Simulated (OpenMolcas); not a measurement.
Ar4+: the spin-orbit constant, Slater's ratio, worked from levels

```yaml
Program: OpenMolcas
Basis: ANO-RCC-VTZP [5s4p2d1f]
Scalar_Hamiltonian: DKH2, point nucleus
Active_space: 4 electrons in 4 orbitals (3s 3p)
State_averaging: 2S+1 = 3 even, 6 roots; 2S+1 = 1 even, 11 roots kept (CI in the orbitals of an earlier block); 2S+1 = 5 odd, 1 root; 2S+1 = 3 odd, 9 roots kept (CI in the orbitals of an earlier block); 2S+1 = 1 odd, 8 roots kept (CI in the orbitals of an earlier block)
Spin-orbit_coupling: RASSI with atomic mean-field integrals over the reference wave functions, term energies averaged over their components
```

Methods: CASSCF; MS-CASPT2, IPEA 0.25 Eh, imaginary shift 0.1 Eh (closed shells correlated: 2s 2p). Measured levels: Saloman, J. Phys. Chem. Ref. Data 39, 033101 (2010).

**The spin-orbit constant.** For the Hund term 3P of p2, E(J) = (A/2) J(J+1) + constant and ζ = 2S·A = 2A. From J = 0 to J = 2 the energy changes by 3 A.

```csv
Source,E(2) - E(0),A,ζ
CASSCF,1878.3,626.1,1252
MS-CASPT2,1873.0,624.3,1249
measured,2028.8,676.3,1353
```

All in cm-1. MS-CASPT2 is off by -7.7 % and CASSCF by -7.4 %. Both methods take the spin-orbit matrix elements from the reference wave functions, so the second can move ζ only through the term energies and any multistate remixing. Second-order mixing with other terms is absorbed into this ζ.

**Slater's ratio.** With one set of orbitals, p2 has 1D - 3P = 6 F2 and 1S - 1D = 9 F2 (F2 = F²/25), a ratio of 3/2. Term energies are centres of gravity, weighted by 2J + 1.

```
   Source  1D - 3P  1S - 3P  F2 from the first  Ratio
   CASSCF    18205    34541               3034  0.897
MS-CASPT2    14783    35381               2464  1.393
 measured    14917    36531               2486  1.449
```

Energies in cm-1. A ratio away from 3/2 shows effects beyond one configuration with one set of orbitals, and in heavier atoms second-order spin-orbit shifts. In CASSCF the valence s occupation is 1.91 in 1S against 1.98 in 1D: mixing out of s² acts most on 1S and pulls it down.

Term energies are means over components that CASPT2 splits; among the terms shown or strongly mixed into the levels shown the widest spread is 50 cm-1 (3s2 3p2 1D, MS-CASPT2). Over all roots computed the reference weight is 0.87 to 0.99 in MS-CASPT2; the roots of lowest weight are the least certain, and an intruder state may touch them. Terms from blocks run as CI alone lack orbitals of their own. Measured partners are found by configuration, term and J. A level has none where our copy of the source lacks it or the pairing is in doubt (some pairs that miss far off the trend of their configuration count as doubtful), and it then counts in no deviation. Only configurations of the active space appear.
